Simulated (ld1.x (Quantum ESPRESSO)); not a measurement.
# What one change does to a pseudopotential (Tl (Z = 81), RRKJ)

- Element: Tl
- Generator: ld1.x (Quantum ESPRESSO) 7.5
- Type: norm-conserving RRKJ (Kleinman–Bylander form)
- Functional: PBE
- Relativity: scalar-relativistic
- Frozen core: [Xe] 4f14 5d10
- Valence charge: 3
- Reference configuration: 6s2 6p0 (charge +1)
- Partial waves: 6p (bound, empty): rc 2.10 bohr; 6s (bound): rc 1.65 bohr
- Local potential: the s channel
- Core correction: Bessel-smoothed model core, default radius (core density twice the valence density)
- rho0: 0.02

All-electron outer shells of the reference configuration (PBE, scalar-relativistic, ld1.x):

```csv
shell,level (eV),outermost node (bohr),outermost maximum (bohr)
5d,-22.75,0.53,1.11
6s,-16.31,1.04,2.05
6p,-8.19,1.22,2.70
```

Change: core correction none.

Cutoffs: the cutoffs (Ry, on a coarse ladder) from which the occupation-weighted sum of valence levels, in a spherical-Bessel basis at the reference potential, stays within 10 and 1 mRy of its value at 400 Ry; they do not see the model core or the augmentation charge, which bear on the density cutoff. Errors are all-electron minus pseudo energies relative to the spin-unpolarised reference configuration.

Problem. What does the change do?

Solution. The potential gets neither clearly harder nor softer (40 Ry and 90 Ry → 40 Ry and 90 Ry); both files keep a bound ghost (d); of the 7 tests that both files solve, the error grows in 6 and shrinks in 1 by more than 15 % and 0.3 meV (median size 28.8 → 77.4 meV). The default core radius of the base comes out at 2.16 bohr.

```csv
quantity,base,changed
"cutoff, loose",40 Ry,40 Ry
"cutoff, tight",90 Ry,90 Ry
bound ghosts,d,d
"error for 6s2 6p1, meV [ΔE -5.17 eV]",-22,+77
"error for 6s1 6p0, meV [ΔE 20.78 eV]",-216,+71
"error for 6s2 6p0.5, meV [ΔE -3.31 eV]",-7.1,+26
"error for 6s1 6p1, meV [ΔE 8.28 eV]",-50,+60
"error for 6s0 6p3, meV [ΔE 10.04 eV]",-118,+499
"error for 6s1 6p2, meV [ΔE 2.24 eV]",-20,+218
"error for 6s2 6p1.3, meV [ΔE -5.66 eV]",-29,+108
s: phases at 2.31 bohr within 0.05 rad from the reference energy up to (Ry; the scan ends near 5),1.1,1.1
p: phases at 2.31 bohr within 0.05 rad from the reference energy up to (Ry; the scan ends near 5),4.0,4.0
```

 A true bound ghost makes a file unfit for plane-wave use even where its test errors are small: the radial tests pick states by their node count and pass the ghost by.
